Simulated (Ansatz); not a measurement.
`BC(=C)[SiH2]C` + `[NH2][GeH3]` → `C[SiH2][NH][GeH3]` + `BC=C` at 400 K and 1 bar (ligand exchange at the Si–C bond).

Gas-phase electronic energies from Ansatz, PBE0-D4/def2-TZVP geometries. CCSD(T)/CBS is the MP2 limit (def2-TZVPP, def2-QZVPP) plus CCSD(T) − MP2 in def2-TZVPP, frozen cores. For Ge outer-core shells are correlated without core-valence functions, which leaves a few kJ/mol of doubt a bond. Scalar relativity is left out up to krypton. One conformer a species, not always the lowest.

```json
{"species": "`BC(=C)[SiH2]C`", "CCSD(T)/CBS energy (Eh)": "-433.41862", "H − E (kJ/mol)": "318.8", "S (J/(mol·K))": "400.4"}
{"species": "`[NH2][GeH3]`", "CCSD(T)/CBS energy (Eh)": "-2133.81884", "H − E (kJ/mol)": "149.5", "S (J/(mol·K))": "296.9"}
{"species": "`C[SiH2][NH][GeH3]`", "CCSD(T)/CBS energy (Eh)": "-2463.39859", "H − E (kJ/mol)": "282.7", "S (J/(mol·K))": "421.9"}
{"species": "`BC=C`", "CCSD(T)/CBS energy (Eh)": "-103.86193", "H − E (kJ/mol)": "185.4", "S (J/(mol·K))": "285.8"}
```

H − E and S are ideal-gas, rigid-rotor, harmonic terms from PBE0-D4/def2-TZVP, for one conformer and one mirror image of each species. 1 Eh = 2625.50 kJ/mol, R = 8.31446 J/(mol·K).

Task: By hand: ΔE, ΔH, ΔS and ΔG.

Result: ΔE = (-2463.39859) + (-103.86193) − (-433.41862) − (-2133.81884) = -0.02306 Eh = -60.5 kJ/mol. Δ(H − E) = 282.7 + 185.4 − 318.8 − 149.5 = -0.2, so ΔH = -60.7 kJ/mol. ΔS = 421.9 + 285.8 − 400.4 − 296.9 = 10.4 J/(mol·K). ΔG = -60.7 − 400 × (10.4)/1000 = -64.9 kJ/mol.

Task: By hand: the equilibrium constant, and the temperature at which ΔG would vanish if ΔH and ΔS stayed fixed.

Result: log₁₀ K = −ΔG/(RT ln 10) = 8.5. ΔH and −TΔS have one sign here, so there is no such temperature.

The number of gas molecules stays the same, so ΔS is small and ΔH decides. A doubt of 5 kJ/mol in ΔE shifts log₁₀ K by 0.7 here. Other conformers and mirror images would add mixing entropy, several J/(mol·K) or more a flexible species. Modes under 60 cm⁻¹, often nearly free rotors, make the harmonic entropy too high. These are equilibria of isolated gas molecules and say nothing of rates. Largest T1 diagnostic: 0.011 (customary marks: 0.02 for closed shells, 0.045 for open ones).

ΔS is within the doubt of such terms, so its sign, and with it that verdict, could turn.
